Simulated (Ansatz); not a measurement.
Geometry optimisation, Ansatz 0.2.0, DFT PBE-D3(BJ), scalar-relativistic, plane waves, PAW.

Input:

```yaml
accuracy: low
crystal:
  lattice:
    - [5.718479, 0.0, 0.0]
    - [0.0, 5.718479, 0.0]
    - [0.0, 0.0, 5.718479]
  atoms:
    - { symbol: O, position: [0.0996721, 1.0440399, 0.7838685] }
    - { symbol: H, position: [0.197953, 0.954177, 0.6792107] }
    - { symbol: H, position: [-0.0463908, 0.9583319, 0.7866099] }
    - { symbol: O, position: [0.9019699, 0.45216, 0.4098368] }
    - { symbol: H, position: [1.0117223, 0.4229989, 0.2841714] }
    - { symbol: H, position: [0.7502676, 0.4381147, 0.3358309] }
    - { symbol: O, position: [0.7433143, 0.4431866, 0.9020438] }
    - { symbol: H, position: [0.7359779, 0.5869302, 0.8127594] }
    - { symbol: H, position: [0.7443934, 0.3216736, 0.7840557] }
    - { symbol: O, position: [0.4117171, 0.2639545, 0.3082517] }
    - { symbol: H, position: [0.4118902, 0.3190197, 0.1480782] }
    - { symbol: H, position: [0.3942275, 0.0961015, 0.2938564] }
    - { symbol: C, position: [0.8521972, 0.9751589, 0.2043123] }
    - { symbol: O, position: [0.6874948, 0.9353494, 0.0220882] }
    - { symbol: H, position: [0.8792865, 0.8069064, 0.2895111] }
    - { symbol: H, position: [0.6612491, 1.0837164, -0.0558301] }
    - { symbol: H, position: [1.0208544, 1.0374912, 0.1375892] }
    - { symbol: H, position: [0.7874885, 1.0998302, 0.3348971] }
basis:
  ecutwfc: 420.0
kpoints:
  mp_grid: { grid: [1, 1, 1] }
hamiltonian:
  xc: pbe
  dispersion: d3bj
scf:
  occupations: { method: fermi_dirac, width: 0.02 }
  lower_state_search: "off"
relax:
  f_tol: 0.3
  max_steps: 15
  adjacent_minimum: "off"
output:
  write_density: true
  write_potential: true
  elf: true
  volumetric_format: npy
```

Command:

```bash
$ ansatz run input.yaml --threads 1 --pin off --max-ram 3072MiB --backend cpu --events-out ev --progress --plain --runs-dir out
```

Task: Where does it end, and by what steps?

Result: The run converged. The threshold is loose, so the end isn't yet a minimum. Limits of this set-up: coarse k mesh, low accuracy level. After 12 steps the energy has fallen by 1.565 eV; O1 moved furthest, 1.50 Å.

```json
{"step": "0", "energy less start (eV)": "0.0000", "largest force component (eV/Å)": "0.858", "accepted": "yes"}
{"step": "1", "energy less start (eV)": "-0.3917", "largest force component (eV/Å)": "1.617", "accepted": "yes"}
{"step": "2", "energy less start (eV)": "-0.6728", "largest force component (eV/Å)": "1.929", "accepted": "yes"}
{"step": "3", "energy less start (eV)": "-0.9425", "largest force component (eV/Å)": "0.980", "accepted": "yes"}
{"step": "4", "energy less start (eV)": "-1.1105", "largest force component (eV/Å)": "0.888", "accepted": "yes"}
{"step": "5", "energy less start (eV)": "-1.2180", "largest force component (eV/Å)": "0.726", "accepted": "yes"}
{"step": "6", "energy less start (eV)": "-1.3018", "largest force component (eV/Å)": "0.381", "accepted": "yes"}
{"step": "7", "energy less start (eV)": "-1.3433", "largest force component (eV/Å)": "0.777", "accepted": "yes"}
{"step": "8", "energy less start (eV)": "-1.3671", "largest force component (eV/Å)": "1.030", "accepted": "yes"}
{"step": "9", "energy less start (eV)": "-1.4281", "largest force component (eV/Å)": "0.705", "accepted": "yes"}
{"step": "10", "energy less start (eV)": "-1.4481", "largest force component (eV/Å)": "1.151", "accepted": "yes"}
{"step": "11", "energy less start (eV)": "-1.5373", "largest force component (eV/Å)": "0.331", "accepted": "yes"}
{"step": "12", "energy less start (eV)": "-1.5654", "largest force component (eV/Å)": "0.226", "accepted": "yes"}
```

```xyz
18
Lattice="5.7185 0.0000 0.0000 0.0000 5.7185 0.0000 0.0000 0.0000 5.7185" Properties=species:S:1:pos:R:3
O 1.466 5.356 3.449
H 1.564 4.395 3.324
H 0.510 5.466 3.592
O 5.252 2.751 2.941
H 6.089 2.413 2.529
H 4.576 2.674 2.238
O 3.344 2.567 4.971
H 3.352 3.491 5.300
H 4.084 2.556 4.320
O 1.972 1.884 1.961
H 2.185 1.841 1.010
H 1.934 0.958 2.309
C 4.918 5.492 1.023
O 3.850 5.373 0.092
H 5.372 4.500 1.129
H 3.605 6.261 -0.221
H 5.694 6.200 0.677
H 4.538 5.813 2.023
```

Run time: 16 s on 1 thread of Arm Neoverse V1, with other jobs on the host, peak memory 0.31 GiB.
